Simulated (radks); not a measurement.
Results of a calculation; reference values are marked as such.
All-electron atom: Zn0.1+ in [Ne] 3s2 3p(up 3, down 2.9) 3d10 4s2 (fractional occupations, a model configuration).

Code: a radial shooting solver on a logarithmic mesh with Libxc functionals. Model: scalar-relativistic Kohn-Sham, PBEsol, spin-polarised, spherical densities, point nucleus.

Energy parts (hartree):
| part | energy |
|---|---|
| total | -1794.29222 |
| kinetic | 1822.67673 |
| electron-nucleus | -4323.73561 |
| Hartree | 776.76691 |
| exchange-correlation | -70.00025 |

Orbitals (lengths in bohr, moments of r in powers of bohr):
orbital,occ.,eigenvalue (hartree),<1/r>,<r^4>
1s up,1,-349.8305,30.21,0.00002989
1s down,1,-349.8282,30.21,0.00002989
2s up,1,-42.59481,6.582,0.006345
2s down,1,-42.59290,6.582,0.006344
2p up,3,-36.94403,6.460,0.004698
2p down,3,-36.94138,6.460,0.004698
3s up,1,-4.80067,2.090,0.4697
3s down,1,-4.79479,2.089,0.4702
3p up,3,-3.12174,1.936,0.6418
3p down,2.9,-3.11610,1.936,0.6430
3d up,5,-0.43136,1.519,3.706
3d down,5,-0.42712,1.517,3.757
4s up,1,-0.25324,0.5031,110.0
4s down,1,-0.25316,0.5028,110.2

The highest occupied level is 4s down at -6.889 eV. The density falls to 0.001 e/bohr^3 at r = 4.13 bohr. Summed over all electrons, <r^2> = 31.80 bohr^2, which gives a Langevin (diamagnetic) susceptibility term of -25.2 x 10^-6 cm^3/mol. Spin moment in Bohr magnetons: 0.1.
